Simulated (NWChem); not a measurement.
System: C2H4ClNOSi; SMILES C[Si@@H](Cl)OC#N

Input file for NWChem:

```
start job
memory heap 200 mb stack 900 mb global 1100 mb
geometry units angstroms noautoz
  C     -1.965117     0.269571     0.364704
  Si    -0.289684     0.412314    -0.428068
  Cl     0.688295     2.134121     0.122592
  O      0.736279    -0.835557     0.162034
  C      0.417048    -2.084555     0.056115
  N      0.150037    -3.217097    -0.023840
  H     -2.400929    -0.715171     0.157945
  H     -2.643172     1.034027    -0.030949
  H     -1.899130     0.396192     1.450337
  H     -0.290811     0.316153    -1.901092
end
basis spherical
  * library def2-tzvp
end
dft
  xc hfexch
  iterations 150
  semidirect filesize 400000000
  mulliken
end
task dft energy
```

Geometry: optimised at B3LYP/6-31G* (spherical d).

**Question.** Predict the main results of this run. (Hartree-Fock/def2-TZVP.) Quantities: energy (Ha); highest occupied level (eV); orbital gap (eV); dipole (D).

**Answer.** 
```json
{
 "energy (Ha)": "-956.00",
 "highest occupied level (eV)": "-12.15",
 "orbital gap (eV)": "15.16",
 "dipole (D)": "4.15"
}
```
